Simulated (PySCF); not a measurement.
C3H7BF2O, SMILES F[C@H](CC)B(F)O. Atoms are numbered in the order given.

```xyz
14

C     -1.9708     0.8717     0.1008
C     -1.0418     0.3475     1.1948
C      0.0588    -0.5688     0.6584
F     -0.5319    -1.7108     0.1135
B      1.0096     0.1182    -0.4196
O      1.5391     1.3515    -0.2605
F      1.3354    -0.5320    -1.5285
H     -2.4068     0.0310    -0.4589
H     -2.7939     1.4691     0.5209
H     -1.4257     1.5080    -0.6168
H     -0.5693     1.1859     1.7406
H     -1.6207    -0.2107     1.9495
H      0.6854    -0.9041     1.5104
H      1.2618     1.8010     0.5463
```
Charge 0, spin multiplicity 1.

Geometry: B3LYP-D3(BJ)/def2-SVP. The structure was generated by enumeration; whether it is a known compound was not checked. Other conformers were not sampled.

Two levels are set side by side: PBE/pcSseg-1 (PySCF) and HF/pcSseg-1 (PySCF). GIAO shifts against BF3 (¹¹B), CFCl3 (¹⁹F), H2O (¹⁷O), TMS (¹H), TMS (¹³C) at the same level; non-relativistic, no solvent, atoms listed together averaged. Differences are taken from unrounded values.

```csv
quantity,HF
δ(¹³C) of C1 (ppm),13.2
δ(¹³C) of C2 (ppm),27.3
δ(¹³C) of C3 (ppm),77.3
δ(¹⁹F) of F4 (ppm),-223.9
δ(¹¹B) of B5 (ppm),18.4
δ(¹⁷O) of O6 (ppm),107.5
δ(¹⁹F) of F7 (ppm),-65.3
δ(¹H) of H13 (ppm),4.34
δ(¹H) of H14 (ppm),4.33
```

### Question
What does PBE give, and how far is it from HF? (Estimate from the structure and the level; the computed values follow.)

### Answer

| quantity | PBE | PBE minus HF |
|---|---|---|
| δ(¹³C) of C1 (ppm) | 14.0 | 0.8 |
| δ(¹³C) of C2 (ppm) | 34.0 | 6.7 |
| δ(¹³C) of C3 (ppm) | 90.2 | 13.0 |
| δ(¹⁹F) of F4 (ppm) | -283.5 | -59.6 |
| δ(¹¹B) of B5 (ppm) | 17.5 | -0.9 |
| δ(¹⁷O) of O6 (ppm) | 147.1 | 39.6 |
| δ(¹⁹F) of F7 (ppm) | -103.1 | -37.8 |
| δ(¹H) of H13 (ppm) | 4.92 | 0.58 |
| δ(¹H) of H14 (ppm) | 4.41 | 0.07 |

Rough cost on one machine, each run with all the roots and properties that it gave: HF against PBE within a factor of 2.
